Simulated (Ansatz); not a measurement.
CH3NOSn from Hartree–Fock to CCSD(T)

| atom | x (Å) | y (Å) | z (Å) |
| --- | --- | --- | --- |
| O1 | 0.031 | 2.085 | 1.933 |
| C2 | 0.248 | 1.171 | 1.267 |
| N3 | 0.371 | 0.229 | 0.502 |
| Sn4 | -1.193 | -0.445 | -1.336 |
| H5 | 1.159 | -0.400 | 0.540 |
| H6 | 0.319 | -0.578 | -2.259 |
| H7 | -0.935 | -2.062 | -0.647 |

Charge 0, multiplicity 1. Correlated methods include outer-core shells of Sn, which these sets cover unevenly. Sn: def2 effective core potential. The bonds changed during the relaxation, so this is another structure than the one it started from. The structure was optimised at the PBE0-D4/def2-TZVP level. Frozen core, restricted reference, the Gaussian-basis code of Ansatz.

| basis | HF (Eh) | MP2 corr. | CCSD corr. | (T) | CCSD(T) total |
| --- | --- | --- | --- | --- | --- |
| def2-SVP | ? | -0.57228 | -0.59806 | -0.02228 | ? |
| def2-TZVPP | ? | ? | -0.90420 | ? | ? |
| def2-QZVPP | -382.33267 | -1.15478 | – | – | – |

Question: Fill in the withheld values. (Best estimate.)

Answer: Ansatz gave: def2-SVP HF (Eh): -382.11345; def2-SVP CCSD(T) total: -382.73379; def2-TZVPP HF (Eh): -382.32381; def2-TZVPP MP2 corr.: -0.90057; def2-TZVPP (T): -0.03743; def2-TZVPP CCSD(T) total: -383.26544.
